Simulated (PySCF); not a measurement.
Ga(F)(Et)(OH) (C₂H₆FGaO), SMILES C[CH2][Ga]([OH])[F].

Coordinates come from a PBE0-D3(BJ)/def2-SVP optimisation. The structure was generated by enumeration; whether it is a known compound was not checked. The values are those of a single conformer.

Level of theory: PBE0-D3(BJ)/def2-SVP (PySCF).

Frequencies are harmonic and unscaled.

```tsv
mode	ν (cm⁻¹)	IR (km/mol)	Raman (Å⁴/amu)	depolarisation	moving atoms (share of kinetic energy)
1	35	3.0	0.0	–	H 42 %, C 33 %, F 20 %
2	88	6.3	0.9	0.69	O 29 %, C 25 %, H 18 %, F 15 %, Ga 13 %
3	148	18.3	0.1	0.75	H 33 %, Ga 30 %, O 19 %, F 16 %
4	201	16.2	1.0	0.57	F 47 %, O 30 %, Ga 12 %
5	238	4.7	0.0	–	H 71 %, C 12 %, Ga 11 %
6	271	9.4	1.9	0.48	C 54 %, H 21 %, Ga 17 %
7	344	85.2	0.6	0.75	H 92 %
8	551	6.3	19.5	0.13	C 61 %, H 21 %
9	639	29.1	0.1	0.75	H 79 %, C 19 %
10	702	65.9	4.2	0.13	F 63 %, Ga 19 %, O 13 %
11	724	137.5	3.9	0.41	O 63 %, Ga 22 %, F 12 %
12	781	94.6	1.8	0.74	H 87 %
13	948	2.1	0.0	–	H 90 %, C 9 %
14	972	5.4	2.3	0.48	H 82 %, C 17 %
15	1063	8.4	4.9	0.52	C 70 %, H 29 %
16	1227	0.8	10.3	0.23	H 62 %, C 38 %
17	1243	2.2	1.8	0.75	H 78 %, C 22 %
18	1397	4.1	5.4	0.71	H 82 %, C 18 %
19	1429	5.0	7.7	0.74	H 89 %, C 11 %
20	1471	3.1	13.6	0.75	H 97 %
21	1479	9.1	17.7	0.75	H 97 %
22	3048	28.2	134.0	0.02	H 97 %
23	3071	5.4	119.8	0.11	H 94 %
24	3121	0.0	124.9	0.75	H 91 %, C 9 %
25	3135	14.9	103.9	0.66	H 91 %, C 9 %
26	3144	18.1	15.3	0.75	H 91 %, C 9 %
27	3920	57.8	72.3	0.23	H 94 %
```
